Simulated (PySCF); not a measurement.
A species of formula C3H8N2Si has this rotational fingerprint, computed with wB97X-D/def2-SVPD in PySCF (dipole) on a GFN2-xTB geometry, gas phase:

| Quantity | Value |
| --- | --- |
| Rotational constants | A = 5760, B = 2179, C = 1953 MHz |
| Dipole components | \|μa\| = 0.99 D, \|μb\| = 1.37 D, \|μc\| = 0.42 D |
| Inertial defect | -60.92 u·Å² |
| κ | -0.88 |

Problem. Which candidate fits, each taken in the one conformer that was computed?
A. `[CH2:1]=[C:2]1[CH2:3][NH:4][Si@H:5]1[NH2:6]` with N4–Si5–N6–H 43° and -101°
B. `[SiH3]N1CCC=N1`
C. `[CH3:1][C@@H:2]([C:3]#[N:4])[SiH2:5][NH2:6]` with C1–C2–Si5–N6 62°, C2–Si5–N6–H 172° and -50°
D. `[H]/[N:1]=[CH:2]/[C@@H:3]1[CH2:4][SiH2:5][NH:6]1` with N1–C2–C3–C4 108°, C2–C3–C4–Si5 -112°, C3–C4–Si5–N6 -8°, C4–Si5–N6–C3 8°, C2–C3–N6–Si5 108°

Solution. D. It is [H]/N=C/[C@@H]1C[SiH2]N1, an asymmetric top, point group C1. The candidates at the same level (rigid rotor, commonest isotopes):

```
                  SMILES  A (MHz)  B (MHz)  C (MHz)  μa (D)  μb (D)  μc (D)  Δ (u·Å²)  point group           rotor
[H]/N=C/[C@@H]1C[SiH2]N1     5760     2179     1953    0.99    1.37    0.42    -60.92           C1  asymmetric top
     C[C@@H](C#N)[SiH2]N     5172     1799     1428    4.59    2.36    0.01    -24.69           C1  asymmetric top
          C=C1CN[Si@H]1N     4382     2588     1827    0.76    0.90    0.48    -34.07           C1  asymmetric top
          [SiH3]N1CCC=N1     7410     2048     1668    1.17    1.91    0.02    -12.04      near Cs  asymmetric top
```

`[SiH3]N1CCC=N1` has A 29 % too high; `C=C1CN[Si@H]1N` has A 24 % too low; `C[C@@H](C#N)[SiH2]N` has C 27 % too low. No structure here is proved a minimum.
